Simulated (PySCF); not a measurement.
## How the method moves the HOMO and LUMO of `[SiH3]N([SiH3])[SiH2]Cl`

Compound: ClH8NSi3.
Z-matrix (Å and degrees, PBE0-D3(BJ)/def2-SVP geometry), rows numbered from 1:
```
Si
N   1  1.7614
Si  2  1.7613  1  119.59
Si  2  1.7333  1  119.56  3  -171.23
Cl  4  2.0736  2  110.84  1    99.34
H   1  1.4935  2  107.23  3     4.70
H   1  1.4934  2  111.43  3  -114.84
H   1  1.4933  2  110.61  3   124.31
H   3  1.4932  2  111.62  1   -62.73
H   3  1.4927  2  107.40  1   177.33
H   3  1.4934  2  110.18  1    57.75
H   4  1.4885  2  108.25  1   -18.66
H   4  1.4860  2  111.24  1  -142.05
```

Basis pcSseg-1 throughout (PySCF), one geometry. The structure is a single PBE0-D3(BJ)/def2-SVP conformer in the gas phase; no vibrational or solvent corrections.

Task: How do the orbital energies, the gap and the dipole change with the method?

Result: 
| method | kind | HOMO (eV) | LUMO (eV) | gap (eV) | μ (D) | SCF cycles |
| --- | --- | --- | --- | --- | --- | --- |
| BLYP | GGA | -6.53 | -0.94 | 5.59 | 1.57 | 13 |
| B97-D | GGA | -6.69 | -0.98 | 5.71 | 1.65 | 14 |
| PBE | GGA | -6.69 | -1.18 | 5.52 | 1.61 | 13 |
| OPBE | GGA | -6.73 | -0.99 | 5.74 | 1.64 | 15 |
| KT2 | GGA | -6.74 | -1.38 | 5.36 | 1.63 | 14 |
| LDA | LDA | -6.77 | -1.46 | 5.31 | 1.67 | 13 |
| KT3 | GGA | -6.78 | -1.16 | 5.62 | 1.61 | 14 |
| BP86 | GGA | -6.80 | -1.25 | 5.55 | 1.63 | 14 |
| B3LYP | global hybrid | -7.76 | -0.45 | 7.31 | 1.68 | 11 |
| B97-2 | global hybrid | -7.76 | -0.29 | 7.47 | 1.73 | 12 |
| PBE0 | global hybrid | -8.01 | -0.33 | 7.68 | 1.73 | 12 |
| mPW1PW91 | global hybrid | -8.04 | -0.31 | 7.74 | 1.75 | 12 |
| BHandHLYP | global hybrid | -9.21 | 0.67 | 9.89 | 1.79 | 11 |
| CAM-B3LYP | range-separated hybrid | -9.32 | 0.79 | 10.11 | 1.75 | 11 |
| wB97X-D | range-separated hybrid | -9.87 | 1.45 | 11.31 | 1.80 | 12 |
| LC-wPBE | range-separated hybrid | -10.71 | 1.88 | 12.59 | 1.83 | 12 |
| HF | Hartree–Fock | -11.20 | 3.02 | 14.23 | 1.90 | 10 |

The HOMO spans 4.67 eV, from BLYP down to HF, and the gap runs from 5.31 eV (LDA) to 14.23 eV (HF). Over the methods BLYP (0 %), B97-D (0 %), PBE (0 %), OPBE (0 %), KT2 (0 %), LDA (0 %), KT3 (0 %), BP86 (0 %), B3LYP (20 %), B97-2 (21 %), PBE0 (25 %), mPW1PW91 (25 %), BHandHLYP (50 %), HF (100 %), a straight line through the gap against the share of exact exchange rises by 0.87 eV for each 10 % (correlation coefficient 0.999). The dipole ranges from 1.57 D (BLYP) to 1.90 D (HF). This basis has no diffuse functions.
